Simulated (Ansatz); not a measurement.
`F[C@H](Cl)[Si@@H]1CO1` + H–F → `F[SiH]1CO1` + `FCCl` at 400 K and 1 bar (ligand exchange at the Si–C bond).

Computed with Ansatz on PBE0-D4/def2-TZVP structures; ΔE is electronic, products minus reactants. CCSD(T)/CBS adds triple-zeta CCSD(T) − MP2 to the extrapolated MP2 energy (def2 sets, frozen cores). This one scheme is used for every species. Each species was taken in one conformer, which may not be the lowest.

| species | CCSD(T)/CBS energy (Eh) | H − E (kJ/mol) | S (J/(mol·K)) |
| --- | --- | --- | --- |
| `F[C@H](Cl)[Si@@H]1CO1` | -1002.29729 | 191.3 | 391.2 |
| H–F | -100.39570 | 36.5 | 182.2 |
| `F[SiH]1CO1` | -503.94479 | 132.9 | 308.3 |
| `FCCl` | -598.81139 | 98.2 | 279.0 |

H − E and S are ideal-gas, rigid-rotor, harmonic terms from PBE0-D4/def2-TZVP, for one conformer and one mirror image of each species. 1 Eh = 2625.50 kJ/mol, R = 8.31446 J/(mol·K).

Task: By hand: ΔE, ΔH, ΔS and ΔG.

Result: ΔE = (-503.94479) + (-598.81139) − (-1002.29729) − (-100.39570) = -0.06319 Eh = -165.9 kJ/mol. Δ(H − E) = 132.9 + 98.2 − 191.3 − 36.5 = 3.3, so ΔH = -162.6 kJ/mol. ΔS = 308.3 + 279.0 − 391.2 − 182.2 = 13.9 J/(mol·K). ΔG = -162.6 − 400 × (13.9)/1000 = -168.2 kJ/mol.

Task: By hand: the equilibrium constant, and the temperature at which ΔG would vanish if ΔH and ΔS stayed fixed.

Result: log₁₀ K = −ΔG/(RT ln 10) = 22.0. ΔH and −TΔS have one sign here, so there is no such temperature.

The number of gas molecules stays the same, so ΔS is small and ΔH decides. A doubt of 5 kJ/mol in ΔE shifts log₁₀ K by 0.7 here. Other conformers and mirror images would add mixing entropy, several J/(mol·K) or more a flexible species. Modes under 60 cm⁻¹, often nearly free rotors, make the harmonic entropy too high. These are equilibria of isolated gas molecules and say nothing of rates. Largest T1 diagnostic: 0.013 (customary marks: 0.02 for closed shells, 0.045 for open ones).
